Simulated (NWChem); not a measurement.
SiPH5O; SMILES O[SiH2]P

```xyz
8

Si    -0.5057     0.6450     0.0106
O      0.7187     1.7768     0.1035
P      0.0923    -1.5466     0.0395
H     -1.3417     0.8927     1.2084
H     -1.3242     0.8146    -1.2254
H      1.3656     1.7762    -0.6159
H      1.1044    -1.4176     1.0332
H      1.0057    -1.4720    -1.0531
```
Atoms are numbered in this order, from 1.

The geometry was optimised at B3LYP/6-31G* (spherical d).

 Unshifted, non-relativistic core excitations; the lowest 4 roots alone, so stronger bands may lie above.

Task: List the first O K-edge excitations from PBE0/def2-TZVP, restricted-window TDA (NWChem).

Result: 
```tsv
state	energy (eV)	dipole oscillator strength	leading excitation (squared amplitude)
S1	520.9	0.0104	1s of atom 2 or its equivalents → LUMO (0.96)
S2	522.1	0.0143	1s of atom 2 or its equivalents → LUMO+2 (0.51)
S3	522.3	0.0014	1s of atom 2 or its equivalents → LUMO+1 (0.81)
S4	522.3	0.0054	1s of atom 2 or its equivalents → LUMO+3 (0.67)
```
